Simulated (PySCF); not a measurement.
SiFCl, SMILES Cl[Si]F (connectivity only; charge and spin as stated), neutral, multiplicity 1. Atoms are numbered in the order given.

```xyz
3

Si     0.6468     0.6128     0.0000
F     -0.6866     1.5027     0.0000
Cl    -0.1691    -1.3002     0.0000
```
Charge 0, spin multiplicity 1.

Geometry optimised at PBE0-D3(BJ)/def2-TZVP.

The numbers are results of ωB97X/def2-TZVPD in PySCF, not measurements.

Gas-phase values at a fixed geometry.

The total energy is -849.65355 hartree and the point group is Cs. The highest occupied level is -10.32 eV. The lowest empty level is -0.48 eV and the orbital gap comes out as 9.84 eV. The dipole moment is 0.221 e·Å, the quadrupole, principal values (traceless, Buckingham form, about the centre of nuclear charge) is -3.49, -0.29, 3.77 D·Å and the mean static polarisability is 43.5 bohr³ (6.45 Å³). The polarisability, principal values is 37.9, 38.3, 54.4 bohr³.
